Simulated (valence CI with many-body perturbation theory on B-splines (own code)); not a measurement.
Energy levels of P⁷⁺

Computed by configuration interaction combined with many-body perturbation theory (CI+MBPT): six valence electrons over a frozen Dirac-Fock core [He], a basis of 9 s, 9 p, 8 d, 6 f, 3 g, 1 h functions for each j, with the one-electron correlation potential Σ1 (screened to all orders), the two-electron term Σ2, the three-electron term Σ3, Breit, model QED; selected single and double excitations, second order for the rest, scaled by the run's own slope (own B-spline code, finite nucleus).

No measured levels were compared; by estimate levels hold to about 100 cm⁻¹ or 0.05 % of their energy and the worst to 300 or 400 cm⁻¹, as in measured light ions of charge 2 to 7. Among the levels kept, up to 1200 cm⁻¹ of a level comes from second order outside the variational space, and about a tenth of that is noise between levels of different J, which matters for small intervals.

Levels 1 to 45 of 48, with energies above the lowest level, 2s2.2p4 3P_2. "Leading %" is the weight of the configuration and term that name the level; weights of strongly mixed levels are sums over their largest components and can fall short. Lifetimes count E1, E2, E3, M1 and M2 decay at the calculated energies, and are blank where another channel may lead or the interval is too uncertain; long ones can be off by a factor of two.

| No. | Configuration | Term | J | E (cm⁻¹) | Leading % | Second component | Lifetime | g |
| --- | --- | --- | --- | --- | --- | --- | --- | --- |
| 1 | 2s2.2p4 | 3P | 2 | 0 | 99 |  |  | 1.498 |
| 2 | 2s2.2p4 | 3P | 1 | 5730 | 99 |  | 237 ms | 1.500 |
| 3 | 2s2.2p4 | 3P | 0 | 7802 | 99 |  | 2.08 s |  |
| 4 | 2s2.2p4 | 1D | 2 | 52451 | 99 |  | 28.6 ms | 1.001 |
| 5 | 2s2.2p4 | 1S | 0 | 111120 | 96 |  | 3.07 ms |  |
| 6 | 2s.2p5 | 3P° | 2 | 403880 | 99 |  | 70.1 ps | 1.500 |
| 7 | 2s.2p5 | 3P° | 1 | 408990 | 99 |  | 68.7 ps | 1.500 |
| 8 | 2s.2p5 | 3P° | 0 | 411780 | 99 |  | 68.1 ps |  |
| 9 | 2s.2p5 | 1P° | 1 | 560950 | 99 |  | 18.5 ps | 0.999 |
| 10 | 2p6 | 1S | 0 | 943820 | 95 |  | 24.1 ps |  |
| 11 | 2s2.2p3.3s | 5S° | 2 | 1437200 | 98 |  | 7.87 ns | 2.000 |
| 12 | 2s2.2p3.3s | 3S° | 1 | 1461700 | 98 |  | 4.93 ps | 1.998 |
| 13 | 2s2.2p3.3s | 3D° | 1 | 1519200 | 96 |  | 15.4 ps | 0.510 |
| 14 | 2s2.2p3.3s | 3D° | 2 | 1519300 | 97 |  | 15.6 ps | 1.171 |
| 15 | 2s2.2p3.3s | 3D° | 3 | 1519600 | 98 |  | 15.5 ps | 1.333 |
| 16 | 2s2.2p3.3s | 1D° | 2 | 1531600 | 96 |  | 6.12 ps | 1.008 |
| 17 | 2s2.2p3.3p | 5P | 1 | 1536600 | 97 |  | 1.07 ns | 2.499 |
| 18 | 2s2.2p3.3p | 5P | 2 | 1537000 | 97 |  | 1.06 ns | 1.832 |
| 19 | 2s2.2p3.3p | 5P | 3 | 1537800 | 97 |  | 1.03 ns | 1.667 |
| 20 | 2s2.2p3.3p | 3P | 1 | 1559400 | 97 |  | 999 ps | 1.500 |
| 21 | 2s2.2p3.3p | 3P | 2 | 1559600 | 97 |  | 998 ps | 1.501 |
| 22 | 2s2.2p3.3p | 3P | 0 | 1559800 | 98 |  | 1.01 ns |  |
| 23 | 2s2.2p3.3s | 3P° | 0 | 1559800 | 96 |  | 15.7 ps |  |
| 24 | 2s2.2p3.3s | 3P° | 1 | 1560100 | 95 |  | 15.6 ps | 1.493 |
| 25 | 2s2.2p3.3s | 3P° | 2 | 1560900 | 93 |  | 15.2 ps | 1.488 |
| 26 | 2s2.2p3.3s | 1P° | 1 | 1572800 | 95 |  | 6.34 ps | 0.996 |
| 27 | 2s2.2p3.3p | 1P | 1 | 1607200 | 74 | 22 % 2s2.2p3.3p 3D | 866 ps | 0.889 |
| 28 | 2s2.2p3.3p | 3D | 2 | 1611800 | 95 |  | 1.03 ns | 1.156 |
| 29 | 2s2.2p3.3p | 3D | 1 | 1612400 | 74 | 22 % 2s2.2p3.3p 1P | 903 ps | 0.619 |
| 30 | 2s2.2p3.3p | 3D | 3 | 1613000 | 94 |  | 950 ps | 1.324 |
| 31 | 2s2.2p3.3p | 3F | 2 | 1619200 | 94 |  | 943 ps | 0.684 |
| 32 | 2s2.2p3.3p | 3F | 3 | 1619900 | 93 |  | 927 ps | 1.093 |
| 33 | 2s2.2p3.3p | 3F | 4 | 1620700 | 98 |  | 954 ps | 1.250 |
| 34 | 2s2.2p3.3p | 1F | 3 | 1624200 | 96 |  | 1.16 ns | 1.005 |
| 35 | 2s2.2p3.3p | 3P | 1 | 1647100 | 65 | 31 % 2s2.2p3.3p 3S | 133 ps | 1.658 |
| 36 | 2s2.2p3.3p | 3P | 0 | 1648600 | 97 |  | 131 ps |  |
| 37 | 2s2.2p3.3p | 3P | 2 | 1649300 | 96 |  | 120 ps | 1.497 |
| 38 | 2s2.2p3.3p | 3S | 1 | 1654500 | 65 | 31 % 2s2.2p3.3p 3P | 137 ps | 1.836 |
| 39 | 2s2.2p3.3p | 3D | 2 | 1659300 | 71 | 24 % 2s2.2p3.3p 1D | 332 ps | 1.121 |
| 40 | 2s2.2p3.3p | 3D | 1 | 1659900 | 92 |  | 356 ps | 0.522 |
| 41 | 2s2.2p3.3p | 3D | 3 | 1660900 | 94 |  | 367 ps | 1.327 |
| 42 | 2s2.2p3.3d | 5D° | 3 | 1663000 | 98 |  | 486 ps | 1.500 |
| 43 | 2s2.2p3.3d | 5D° | 2 | 1663000 | 98 |  | 435 ps | 1.500 |
| 44 | 2s2.2p3.3d | 5D° | 1 | 1663000 | 98 |  | 404 ps | 1.500 |
| 45 | 2s2.2p3.3d | 5D° | 0 | 1663000 | 98 |  | 395 ps |  |

Names give the largest LS component (configuration and term), which can be under half, so a name can repeat, a term be missing and a line seem to break the LS rules; names also repeat where a configuration has a term twice.

The ionisation energy to 2s2.2p3 4S°_3/2 of the next ion comes out as 309.49 eV (NIST: 309.6 ± 0.1 eV (semi-empirical)). All 48 levels together are meant to be complete up to 1672100 cm⁻¹.
